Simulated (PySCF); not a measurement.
Order these species by their calculated properties.

Species are written as SMILES; each is one conformer at its optimised geometry, gas phase (atoms past krypton carry core potentials, spin–orbit coupling is left out). Electronic properties by PySCF.

The conformers computed, where there is a choice (atom-mapped SMILES and torsion angles):
- `[CH2:1]=[N:2][CH:3]1[CH2:4][N+:5]([CH3:6])([CH3:7])[CH2:8]1`: C1–N2–C3–C4 133°
- `[CH3:1][C:2]([CH3:3])([CH3:4])[NH:5][SiH2:6][NH2:7]`: C1–C2–N5–Si6 -85°, C2–N5–Si6–N7 -173°, H–N7–Si6–N5 66°, H–N7–Si6–N5 -150°
- `[NH2:1][SiH2:2][B:3]([Cl:4])[Cl:5]`: N1–Si2–B3–Cl4 13°, H–N1–Si2–B3 -37°, H–N1–Si2–B3 180°

**Question.** Rank by vertical ionisation energy, lowest first (ΔSCF CAM-B3LYP/def2-SVPD at PBE0-D3(BJ)/def2-SVP geometries).
A. `C[O][Hg][O]C`
B. `[H][Al]([H])[NH2]`
C. `C=NC1C[N+](C)(C)C1`
D. `CC(C)(C)N[SiH2]N`

**Answer.** D (8.60 eV), A (9.51 eV), B (10.18 eV), C (13.79 eV).

**Question.** Give the two extremes of that set in kJ/mol.

**Answer.** `CC(C)(C)N[SiH2]N`: 830 kJ/mol; `C=NC1C[N+](C)(C)C1`: 1331 kJ/mol.

**Question.** Rank by lowest triplet excitation (Tamm–Dancoff), lowest first (TDA CAM-B3LYP/def2-SVPD at PBE0-D3(BJ)/def2-SVP geometries).
A. `C#[C][GeH2][GeH3]`
B. `[H][Al]([H])[NH2]`
C. `C[O][Hg][O]C`
D. `N([SiH2]N)C(C)(C)C`
E. `C=NC1C[N+](C)(C)C1`

**Answer.** C (4.04 eV), E (4.39 eV), A (4.96 eV), B (5.27 eV), D (6.11 eV).

**Question.** Rank by HOMO–LUMO gap, lowest first (CAM-B3LYP/def2-SVPD at PBE0-D3(BJ)/def2-SVP geometries).
A. `C[N+]1(C)CC(N=C)C1`
B. `C#[C][GeH2][GeH3]`
C. `[AlH2][NH2]`
D. `N(C(C)(C)C)[SiH2]N`
E. `C[O][Hg][O]C`

**Answer.** E (8.28 eV), D (9.18 eV), C (9.34 eV), B (9.60 eV), A (9.82 eV).

**Question.** By how much do the two ends of that ranking differ?

**Answer.** By 1.54 eV, between `C=NC1C[N+](C)(C)C1` and `C[O][Hg][O]C`.

**Question.** Rank by dipole moment, lowest first (CAM-B3LYP/def2-SVPD at PBE0-D3(BJ)/def2-SVP geometries).
A. `[H][Al]([H])[NH2]`
B. `CC(C)(C)N[SiH2]N`
C. `C[O][Hg][O]C`
D. `[GeH3][GeH2][C]#C`

**Answer.** D (0.20 D), B (0.59 D), A (1.15 D), C (2.17 D).

**Question.** Rank by smallest rotational constant, highest first (PBE0-D3(BJ)/def2-SVP).
A. `[H][Al]([H])[NH2]`
B. `ClB([SiH2]N)Cl`
C. `[BH3-]Br`
D. `C[O][Hg][O]C`
E. `[H][In]([H])[CH]=C`

**Answer.** A (11.451 GHz), C (8.398 GHz), E (2.860 GHz), D (1.274 GHz), B (1.056 GHz).

**Question.** By how much do the two ends of that ranking differ?

**Answer.** By 10.395 GHz, between `[H][Al]([H])[NH2]` and `N[SiH2]B(Cl)Cl`.

**Question.** Rank by electronic spatial extent ⟨r²⟩ about the centre of nuclear charge, highest first (CAM-B3LYP/def2-SVPD at PBE0-D3(BJ)/def2-SVP geometries).
A. `C#[C][GeH2][GeH3]`
B. `C=NC1C[N+](C)(C)C1`
C. `[H][Al]([H])[NH2]`
D. `CC(C)(C)N[SiH2]N`

**Answer.** D (1248 bohr²), B (1053 bohr²), A (973 bohr²), C (152 bohr²).

**Question.** Give the two extremes of that set in Å².

**Answer.** `[H][Al]([H])[NH2]`: 42 Å²; `CC(C)(C)N[SiH2]N`: 349 Å².
